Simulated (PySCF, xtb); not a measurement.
Zr(H)3(SH) (H4SZr), SMILES [SH][ZrH3], multiplicity 1.

GFN2-xTB (xtb) at its own geometry gives an orbital gap of 1.62 eV and a dipole moment of 3.35 D.

Coordinates come from a PBE0-D3(BJ)/def2-TZVP optimisation. The spin state was assumed, not searched. The def2 effective core potentials stand for the cores of Zr; spin–orbit coupling is left out.

### Question
What does PySCF with r2SCAN/def2-TZVPD give? (The exact figures need the calculation; the answer reports its results.)

### Answer
gap 4.05 eV (levels -7.25 and -3.20 eV), dipole 0.77 D.
